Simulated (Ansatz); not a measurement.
Born–Oppenheimer molecular dynamics of CH$_{9}$AlFNSi (14 atoms, charge 0, multiplicity 1). It starts from a rough guess of a transition structure, not a stationary point.

These are results of UKS B3LYP/STO-3G (Ansatz 0.2.0), not measurements.

```yaml
ensemble: NVE (velocity Verlet)
time_step: 0.5 fs
steps_asked: 150
starting_velocities_drawn_for: 600 K
seed: 606043
```

Frames 0.5 fs apart, positions in Å, forces in eV/Å.

Velocities at 5 fs (Å/ps):

```
Al 1.37 2.21 0.42
N -5.92 -3.54 3.08
C 5.71 -0.87 0.55
F -0.65 5.96 -3.87
H 85.50 10.38 20.01
Si -1.12 -3.05 0.70
H 8.75 9.34 -15.02
H -21.36 -8.90 -49.26
H -4.67 -1.67 2.28
H -40.95 4.58 -21.38
H 7.73 -19.19 24.44
H -9.92 28.72 13.56
H -4.56 0.12 10.91
H 0.44 -50.56 7.16
```

```xyz
14
Properties=species:S:1:pos:R:3:forces:R:3 time_fs=5 energy_less_start_eV=-0.151 T=703
Al -0.305 -0.724 0.490 -0.14 2.70 -2.23
N 1.863 -0.312 0.568 4.07 -6.00 -0.75
C -1.132 -1.765 -1.009 -0.20 -0.36 1.06
F -0.600 -0.987 2.064 0.06 -0.49 0.46
H 1.375 0.498 0.559 -2.80 6.96 -0.17
Si -0.349 1.952 0.111 0.28 -2.64 1.13
H 2.606 -0.214 -0.278 -1.71 -0.64 2.59
H 2.341 -0.332 1.542 -0.10 -0.27 -1.64
H -0.393 -2.169 -1.717 -0.02 0.55 -0.34
H -1.991 -1.273 -1.563 1.32 -0.29 0.60
H -1.558 -2.700 -0.580 -0.10 0.43 0.04
H -0.069 2.545 -1.161 0.35 0.10 -0.49
H -1.745 2.218 0.227 -0.62 0.44 0.25
H 0.310 2.865 1.085 -0.40 -0.50 -0.51
14
Properties=species:S:1:pos:R:3:forces:R:3 time_fs=5.5 energy_less_start_eV=-0.112 T=680
Al -0.304 -0.722 0.490 -0.08 2.86 -2.35
N 1.860 -0.314 0.570 3.80 -6.25 -2.03
C -1.129 -1.766 -1.008 -0.95 -0.35 1.02
F -0.600 -0.984 2.062 0.05 -0.51 0.54
H 1.414 0.512 0.569 -3.04 7.44 -0.15
Si -0.349 1.950 0.111 0.05 -2.83 0.95
H 2.608 -0.210 -0.282 -1.83 -0.78 2.75
H 2.330 -0.336 1.516 0.50 -0.44 -0.53
H -0.396 -2.169 -1.716 0.09 0.48 -0.45
H -2.010 -1.271 -1.573 1.84 -0.59 0.96
H -1.554 -2.709 -0.568 0.03 0.75 -0.15
H -0.073 2.559 -1.155 0.36 0.09 -0.47
H -1.748 2.218 0.233 -0.53 0.44 0.26
H 0.310 2.839 1.088 -0.28 -0.30 -0.34
14
Properties=species:S:1:pos:R:3:forces:R:3 time_fs=6 energy_less_start_eV=-0.212 T=741
Al -0.304 -0.721 0.490 -0.01 2.99 -2.45
N 1.858 -0.317 0.571 2.39 -4.88 -3.35
C -1.127 -1.766 -1.008 -1.50 -0.36 1.02
F -0.601 -0.982 2.061 0.04 -0.53 0.61
H 1.446 0.543 0.579 -2.44 6.27 -0.13
Si -0.350 1.948 0.112 -0.22 -2.98 0.70
H 2.606 -0.208 -0.280 -1.79 -0.91 2.70
H 2.321 -0.342 1.488 1.23 -0.63 0.82
H -0.398 -2.168 -1.716 0.17 0.42 -0.53
H -2.024 -1.271 -1.581 2.20 -0.80 1.21
H -1.550 -2.716 -0.556 0.13 1.00 -0.32
H -0.077 2.574 -1.150 0.36 0.07 -0.41
H -1.753 2.220 0.239 -0.40 0.42 0.26
H 0.309 2.813 1.090 -0.15 -0.07 -0.14
14
Properties=species:S:1:pos:R:3:forces:R:3 time_fs=6.5 energy_less_start_eV=-0.371 T=839
Al -0.303 -0.719 0.490 0.06 3.09 -2.53
N 1.857 -0.322 0.571 0.44 -2.41 -4.49
C -1.124 -1.767 -1.007 -1.85 -0.37 1.05
F -0.601 -0.979 2.059 0.03 -0.54 0.67
H 1.472 0.590 0.588 -1.48 3.96 -0.13
Si -0.351 1.946 0.112 -0.53 -3.10 0.40
H 2.600 -0.208 -0.271 -1.58 -1.01 2.45
H 2.314 -0.349 1.462 1.97 -0.80 2.22
H -0.399 -2.166 -1.718 0.23 0.36 -0.57
H -2.033 -1.272 -1.586 2.41 -0.91 1.37
H -1.546 -2.721 -0.545 0.21 1.17 -0.46
H -0.080 2.589 -1.146 0.35 0.02 -0.31
H -1.758 2.223 0.246 -0.25 0.39 0.26
H 0.308 2.786 1.092 0.00 0.16 0.08
14
Properties=species:S:1:pos:R:3:forces:R:3 time_fs=7 energy_less_start_eV=-0.490 T=915
Al -0.302 -0.717 0.489 0.13 3.16 -2.59
N 1.855 -0.326 0.571 -1.39 0.22 -5.12
C -1.122 -1.768 -1.006 -1.99 -0.39 1.07
F -0.601 -0.976 2.057 0.02 -0.55 0.71
H 1.495 0.645 0.597 -0.64 1.40 -0.14
Si -0.351 1.944 0.113 -0.84 -3.17 0.08
H 2.590 -0.210 -0.257 -1.22 -1.07 1.98
H 2.312 -0.359 1.442 2.55 -0.94 3.33
H -0.401 -2.163 -1.721 0.26 0.31 -0.57
H -2.037 -1.276 -1.587 2.47 -0.95 1.44
H -1.541 -2.723 -0.535 0.25 1.25 -0.56
H -0.082 2.604 -1.142 0.33 -0.04 -0.20
H -1.764 2.226 0.254 -0.07 0.35 0.25
H 0.307 2.760 1.094 0.15 0.39 0.30
14
Properties=species:S:1:pos:R:3:forces:R:3 time_fs=7.5 energy_less_start_eV=-0.546 T=952
Al -0.302 -0.715 0.488 0.19 3.21 -2.63
N 1.854 -0.331 0.570 -2.74 2.37 -4.89
C -1.121 -1.768 -1.005 -1.91 -0.40 1.08
F -0.602 -0.973 2.056 0.01 -0.55 0.73
H 1.516 0.704 0.605 -0.10 -0.78 -0.16
Si -0.352 1.941 0.113 -1.13 -3.19 -0.24
H 2.576 -0.216 -0.237 -0.69 -1.06 1.27
H 2.316 -0.370 1.429 2.78 -1.02 3.83
H -0.401 -2.159 -1.725 0.24 0.28 -0.51
H -2.034 -1.282 -1.585 2.40 -0.90 1.44
H -1.536 -2.722 -0.526 0.26 1.24 -0.61
H -0.083 2.618 -1.140 0.31 -0.11 -0.06
H -1.770 2.231 0.262 0.10 0.30 0.24
H 0.306 2.734 1.097 0.28 0.60 0.51
14
Properties=species:S:1:pos:R:3:forces:R:3 time_fs=8 energy_less_start_eV=-0.559 T=962
Al -0.301 -0.712 0.487 0.24 3.23 -2.64
N 1.851 -0.335 0.568 -3.54 3.83 -3.65
C -1.119 -1.769 -1.003 -1.63 -0.41 1.08
F -0.602 -0.971 2.054 0.00 -0.55 0.74
H 1.537 0.762 0.613 0.16 -2.38 -0.19
Si -0.353 1.938 0.114 -1.37 -3.17 -0.52
H 2.562 -0.223 -0.215 0.02 -1.00 0.34
H 2.327 -0.384 1.425 2.55 -1.02 3.54
H -0.401 -2.155 -1.731 0.20 0.27 -0.40
H -2.026 -1.290 -1.580 2.18 -0.78 1.34
H -1.530 -2.718 -0.519 0.24 1.14 -0.62
H -0.084 2.633 -1.137 0.28 -0.19 0.08
H -1.776 2.236 0.271 0.27 0.26 0.22
H 0.305 2.710 1.101 0.40 0.77 0.69
14
Properties=species:S:1:pos:R:3:forces:R:3 time_fs=8.5 energy_less_start_eV=-0.540 T=949
Al -0.300 -0.709 0.486 0.27 3.24 -2.64
N 1.849 -0.339 0.565 -3.89 4.67 -1.59
C -1.119 -1.770 -1.002 -1.14 -0.42 1.09
F -0.602 -0.968 2.053 0.00 -0.54 0.74
H 1.559 0.813 0.621 0.25 -3.47 -0.22
Si -0.354 1.935 0.114 -1.57 -3.09 -0.75
H 2.547 -0.233 -0.192 0.88 -0.89 -0.77
H 2.344 -0.401 1.431 1.92 -0.96 2.61
H -0.401 -2.150 -1.737 0.12 0.26 -0.25
H -2.013 -1.300 -1.571 1.80 -0.57 1.15
H -1.524 -2.712 -0.513 0.19 0.95 -0.59
H -0.083 2.647 -1.134 0.26 -0.27 0.21
H -1.781 2.241 0.280 0.42 0.21 0.20
H 0.306 2.688 1.107 0.48 0.89 0.82
14
Properties=species:S:1:pos:R:3:forces:R:3 time_fs=9 energy_less_start_eV=-0.481 T=911
Al -0.300 -0.706 0.485 0.28 3.23 -2.63
N 1.845 -0.341 0.562 -3.95 5.07 0.83
C -1.118 -1.771 -1.000 -0.44 -0.44 1.12
F -0.603 -0.966 2.051 -0.01 -0.53 0.72
H 1.581 0.857 0.628 0.25 -4.18 -0.25
Si -0.355 1.932 0.115 -1.70 -2.98 -0.90
H 2.535 -0.245 -0.171 1.79 -0.77 -1.91
H 2.366 -0.419 1.442 1.06 -0.83 1.35
H -0.400 -2.145 -1.745 0.03 0.26 -0.08
H -1.995 -1.311 -1.560 1.27 -0.28 0.86
H -1.517 -2.703 -0.509 0.10 0.67 -0.51
H -0.083 2.660 -1.131 0.23 -0.34 0.33
H -1.785 2.248 0.290 0.55 0.16 0.18
H 0.308 2.668 1.114 0.52 0.95 0.87
14
Properties=species:S:1:pos:R:3:forces:R:3 time_fs=9.5 energy_less_start_eV=-0.387 T=852
Al -0.299 -0.703 0.483 0.26 3.22 -2.60
N 1.841 -0.343 0.560 -3.76 5.21 3.05
C -1.117 -1.772 -0.998 0.45 -0.47 1.20
F -0.603 -0.963 2.050 0.00 -0.53 0.69
H 1.603 0.890 0.634 0.21 -4.62 -0.27
Si -0.356 1.928 0.115 -1.76 -2.82 -0.95
H 2.526 -0.260 -0.154 2.55 -0.67 -2.85
H 2.390 -0.440 1.456 0.17 -0.65 0.10
H -0.399 -2.139 -1.752 -0.06 0.26 0.10
H -1.974 -1.323 -1.547 0.57 0.10 0.47
H -1.510 -2.692 -0.506 0.00 0.32 -0.38
H -0.081 2.673 -1.126 0.21 -0.41 0.43
H -1.788 2.254 0.300 0.65 0.12 0.16
H 0.311 2.650 1.124 0.52 0.94 0.85
14
Properties=species:S:1:pos:R:3:forces:R:3 time_fs=10 energy_less_start_eV=-0.294 T=794
Al -0.298 -0.699 0.481 0.22 3.20 -2.55
N 1.836 -0.344 0.558 -3.24 5.22 4.60
C -1.117 -1.774 -0.995 1.48 -0.51 1.34
F -0.603 -0.961 2.049 0.00 -0.52 0.64
H 1.626 0.912 0.640 0.17 -4.88 -0.29
Si -0.357 1.924 0.115 -1.77 -2.63 -0.90
H 2.524 -0.275 -0.144 2.92 -0.63 -3.35
H 2.414 -0.462 1.471 -0.64 -0.44 -0.94
H -0.398 -2.132 -1.759 -0.14 0.25 0.28
H -1.952 -1.334 -1.532 -0.27 0.55 -0.01
H -1.503 -2.681 -0.504 -0.12 -0.08 -0.22
H -0.079 2.685 -1.121 0.18 -0.47 0.51
H -1.789 2.261 0.310 0.73 0.09 0.13
H 0.316 2.635 1.135 0.48 0.87 0.75
14
Properties=species:S:1:pos:R:3:forces:R:3 time_fs=10.5 energy_less_start_eV=-0.244 T=762
Al -0.297 -0.695 0.479 0.16 3.17 -2.48
N 1.831 -0.344 0.556 -2.30 5.17 5.29
C -1.116 -1.775 -0.993 2.57 -0.54 1.53
F -0.604 -0.959 2.048 0.01 -0.51 0.59
H 1.650 0.923 0.645 0.12 -5.01 -0.29
Si -0.359 1.920 0.116 -1.71 -2.41 -0.77
H 2.529 -0.292 -0.142 2.73 -0.65 -3.27
H 2.437 -0.485 1.484 -1.28 -0.24 -1.70
H -0.398 -2.124 -1.765 -0.20 0.22 0.43
H -1.931 -1.345 -1.518 -1.18 1.04 -0.54
H -1.496 -2.670 -0.502 -0.26 -0.51 -0.04
H -0.077 2.695 -1.115 0.17 -0.52 0.55
H -1.788 2.268 0.321 0.76 0.06 0.11
H 0.321 2.621 1.149 0.40 0.74 0.59
```

Of the whole run (75 fs, mean temperature of the second half 1233 K): The conserved energy stayed within 1.2 meV per atom of its start (net change 0.24 meV per atom), so the integration is sound. The kinetic energy rose, since the run started high on the potential surface and went downhill. A run of 0.075 ps of so small a system gives no equilibrium averages. The orbitals were unrestricted but ended closed-shell. Limits of this set-up: minimal basis.

Time of the run: 12 min on 1 thread of Arm Neoverse V1, on a shared host, peak memory 0.16 GiB.
